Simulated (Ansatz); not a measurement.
This geometry of ClH$_{7}$N$_{2}$SiSn (12 atoms, charge 0, multiplicity 1) is a first-order saddle point.

Level of theory: RKS BHLYP-D4/def2-SVP in Ansatz.

```xyz
12
Properties=species:S:1:pos:R:3
N -1.923 0.159 0.793
Si -0.360 0.221 1.500
Sn 1.142 0.414 -0.582
N 1.463 -1.238 -1.725
Cl -0.337 1.659 -1.978
H -2.751 -0.030 1.334
H -2.119 0.738 -0.009
H -0.087 -1.025 2.254
H -0.066 1.356 2.415
H 2.615 1.275 -0.533
H 0.626 -1.559 -2.193
H 1.873 -2.025 -1.241
```

**Question.** Which two structures does it join? (They come from a converged band through this point; their orientation in space is the band's.)

**Answer.** No bond is made or broken. The height of N1 over the plane of its neighbours goes from 0.18 to 0.18 Å. The two ends are copies of one structure, up to a mirror image or an exchange of like atoms. The height can change sign by an inversion or by a turn that exchanges like atoms.

First end point:

```xyz
12
Properties=species:S:1:pos:R:3
N -1.997 0.415 0.498
Si -0.560 0.343 1.433
Sn 1.230 0.238 -0.399
N 1.483 -1.631 -1.120
Cl 0.137 1.592 -2.059
H -2.912 0.361 0.915
H -1.999 0.963 -0.349
H -0.550 -0.875 2.275
H -0.263 1.497 2.322
H 2.789 0.910 -0.264
H 0.635 -2.151 -1.290
H 2.083 -1.717 -1.928
```

Last end point:

```xyz
12
Properties=species:S:1:pos:R:3
N -1.995 0.417 0.499
Si -0.558 0.346 1.434
Sn 1.228 0.239 -0.402
N 1.482 -1.632 -1.118
Cl 0.132 1.585 -2.067
H -2.910 0.357 0.914
H -1.997 0.968 -0.346
H -0.547 -0.872 2.275
H -0.257 1.499 2.322
H 2.787 0.909 -0.263
H 2.078 -1.719 -1.928
H 0.633 -2.152 -1.285
```

**Question.** How far does it lie above each of them?

**Answer.** 0.132 eV above the first and 0.132 eV above the second. This is the barrier of this one path; another mechanism may lie lower.

Run time: 6.1 min on 2 threads of AMD EPYC 9R14 (Zen 4), on a shared host, peak memory 0.39 GiB.
